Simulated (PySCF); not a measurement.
Predicted microwave data (PySCF, PBE0-D3(BJ)/def2-SVP geometry optimisation, gas phase) for one isomer of C3H4Cl2OSi:

| Quantity | Value |
| --- | --- |
| Rotational constants | A = 2025, B = 986.7, C = 849.4 MHz |
| Dipole components | \|μa\| = 1.51 D, \|μb\| = 1.21 D, \|μc\| = 0.99 D |
| Inertial defect | -166.85 u·Å² |
| κ | -0.77 |

Question: Which candidate fits, each taken in the one conformer that was computed?
A. `[CH:1]#[C:2][Si@@H:3]([OH:4])[CH:5]([Cl:6])[Cl:7]` with C2–Si3–O4–H 70°, C2–Si3–C5–Cl6 -71°
B. `[CH3:1][C:2](=[C:3]=[O:4])[SiH:5]([Cl:6])[Cl:7]` with C1–C2–Si5–Cl6 60°

Answer: A. It is C#C[Si@@H](O)C(Cl)Cl, an asymmetric top, point group C1. The candidates at the same level (rigid rotor, commonest isotopes):

```json
{"SMILES": "C#C[Si@@H](O)C(Cl)Cl", "A (MHz)": "2025", "B (MHz)": "986.7", "C (MHz)": "849.4", "μa (D)": "1.51", "μb (D)": "1.21", "μc (D)": "0.99", "Δ (u·Å²)": "-166.85", "point group": "C1", "rotor": "asymmetric top"}
{"SMILES": "CC(=C=O)[SiH](Cl)Cl", "A (MHz)": "1767", "B (MHz)": "973.3", "C (MHz)": "813.3", "μa (D)": "0.84", "μb (D)": "0.12", "μc (D)": "0.92", "Δ (u·Å²)": "-183.87", "point group": "near Cs", "rotor": "asymmetric top"}
```

`CC(=C=O)[SiH](Cl)Cl` has A 13 % too low. No structure here is proved a minimum.
